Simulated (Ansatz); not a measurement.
Consider the formal exchange of groups at a Ge–Cl bond: `[CH3][GeH]([SiH3])[Cl]` + CH₄ → `[CH3][GeH]([CH3])[SiH3]` + HCl.

Isolated molecules relaxed with PBE0-D4/def2-TZVP in Ansatz; ΔE leaves out vibrations. CCSD(T)/CBS is the MP2 limit (def2-TZVPP, def2-QZVPP) plus CCSD(T) − MP2 in def2-TZVPP, frozen cores. This one scheme is used for every species. Functionals use def2-TZVPP. B3LYP here is the variant with VWN-RPA as its local correlation; programs differ in this. For Ge outer-core shells are correlated without core-valence functions, which leaves a few kJ/mol of doubt a bond. Scalar relativity is left out up to krypton.

Task: Is it downhill or uphill in electronic energy at CCSD(T)/CBS, and by how much? (Estimate.)

Result: Ansatz gave: Uphill: ΔE = +98.4 kJ/mol.

Task: What do these levels give: r2SCAN-D4, PBE0-D4, ωB97X-V, ωB97M-V, B2PLYP, PBE, PBE0, B3LYP, HF/def2-TZVPP, MP2/def2-TZVPP, HF/CBS(def2), CCSD/CBS(def2)? (Estimate.)

Result: Ansatz gave: r2SCAN-D4 105.6, PBE0-D4 102.0, ωB97X-V 103.4, ωB97M-V 103.0, B2PLYP 105.2, PBE 101.6, PBE0 102.8, B3LYP 108.1, HF/def2-TZVPP 118.3, MP2/def2-TZVPP 97.6, HF/CBS(def2) 118.9, CCSD/CBS(def2) 99.6 kJ/mol.

Largest T1 diagnostic among the species: 0.011.

In def2-TZVPP, CCSD(T) changes the Hartree–Fock value by −23.5 kJ/mol (the triples alone add −1.2 kJ/mol) and MP2 by −20.7 kJ/mol.
